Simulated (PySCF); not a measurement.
Gas-phase reaction: Ge3H8 + GeF4 + 4 H = 4 GeH3F

Computed with PySCF and rigid-rotor harmonic-oscillator thermochemistry at 1 bar. † marks an energy on the PBE0/def2-TZVP geometry and frequencies; other levels use their own. MP2 and CCSD(T) freeze the core. 6-31G* has spherical d functions here. Open shells (unrestricted): H (multiplicity 2); the rest are closed-shell singlets. Ge: all electrons, no relativistic terms. MP2 isn't extrapolated to the basis-set limit; its ΔH°(298 K) is -714.7 kJ in def2-SVP and -735.8 kJ in def2-TZVPP. CCSD(T) isn't extrapolated to the basis-set limit. The harmonic model lacks anharmonicity and excited electronic states, which grow with temperature; levels with a mode under 35 cm⁻¹ are left out. Internal rotation in Ge3H8 is treated as a harmonic vibration of one conformer, which makes the entropy rough.

```tsv
level	ΔE electronic, kJ	ΔH°(298 K), kJ	ΔS°(298 K), J/K	ΔG°(1600 K), kJ
CCSD(T)/def2-SVP†	-828	-772	-141	-459
HF/6-31G*	-682	-620	-137	-309
HF/def2-TZVP†	-706	-649	-141	-337
MP2/def2-TZVPP†	-792	-736	-141	-424
PBE0/def2-QZVP†	-827	-770	-141	-458
```
ΔH° is lowest at CCSD(T)/def2-SVP† and highest at HF/6-31G*. No reference value is set beside these.
